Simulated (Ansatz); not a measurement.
Cost and result up the ladder for Hf₃O₁₁H₁₀, a hydroxylated oxide cluster (24 atoms). The state is a singlet with charge 0. Geometry: r2SCAN-D4/def2-SVP.

| atom | x (Å) | y (Å) | z (Å) |
| --- | --- | --- | --- |
| Hf1 | -0.5773 | -1.6744 | -0.5142 |
| Hf2 | -0.1344 | 1.4420 | -1.2106 |
| Hf3 | 1.2625 | 0.1639 | 1.3908 |
| O4 | 0.6108 | 0.4390 | 3.2189 |
| O5 | -0.1667 | -3.2744 | -1.5287 |
| O6 | 3.1928 | 0.1327 | 1.5847 |
| O7 | 0.5871 | -1.8994 | 1.2954 |
| O8 | 1.0329 | 2.1237 | 0.4871 |
| O9 | -1.2030 | -0.2636 | -2.0297 |
| O10 | -2.3718 | -2.0610 | 0.2628 |
| O11 | 0.9323 | 2.1894 | -2.6487 |
| O12 | 0.9758 | -0.2820 | -0.6633 |
| O13 | -1.7171 | 2.5945 | -1.1480 |
| O14 | -0.9089 | 0.3400 | 0.6539 |
| H15 | -0.0298 | 0.5943 | 3.9142 |
| H16 | 0.1635 | -3.9923 | -2.0678 |
| H17 | 4.1397 | 0.0784 | 1.7058 |
| H18 | 0.2694 | -2.3540 | 2.0865 |
| H19 | 1.7580 | 2.7566 | 0.4088 |
| H20 | -2.1140 | -0.1743 | -2.3387 |
| H21 | -2.9499 | -2.8269 | 0.1911 |
| H22 | 1.5000 | 2.4541 | -3.3715 |
| H23 | -2.5441 | 2.9716 | -0.8451 |
| H24 | -1.7073 | 0.5219 | 1.1662 |

Ansatz on 2 threads of AMD EPYC 7R13 on a shared host and a share (18 GiB) of an NVIDIA H100 80GB HBM3. Times are rough, and most runs start from the orbitals of an earlier one. ωB97X-V/def2-TZVP serves as the yardstick here, not as an exact answer. Differences are given only for rows in sets of like size (and for xTB, whose basis is part of the method), since another set adds its own error. Binding counts from free atoms at the same level (Hf triplet, O triplet, H doublet; other spins of the atoms weren't run), without zero-point energy or a counterpoise term.

In the def2 sets Hf takes a core potential; there is no spin–orbit coupling. Correlated methods freeze 11 core orbitals; core or outer-core shells of Hf are correlated, in sets that lack core-valence functions. The rows differ in basis, and correlated rows in double-zeta sets carry the largest basis error. Single mean-field runs in def2-TZVP are fitted with def2-universal-jkfit.

Correlated methods converge slowly with the basis, most of all in double-zeta sets.

```csv
level,functions,wall time,binding energy per atom (eV),difference from ωB97X-V/def2-TZVP (eV)
PBE0-D4/def2-SVP,300,3.4 s,4.79,–
PBE0-D4/def2-TZVP,521,3.5 s,4.75,-0.11
LDA (SPW92)/def2-TZVP,521,3.7 s,5.58,0.72
PBE-D4/def2-SVP,300,4.1 s,4.96,–
PBE-D4/def2-TZVP (with forces),521,4.8 s,4.91,0.05
r2SCAN-D4/def2-TZVP,521,5 s,4.86,0.01
MP2/def2-TZVP,521,8 s,4.93,0.07
ωB97X-V/def2-TZVP (with forces),521,10 s,4.86,0.00
CCSD(T)/def2-SVP,300,43 s,4.68,–
```
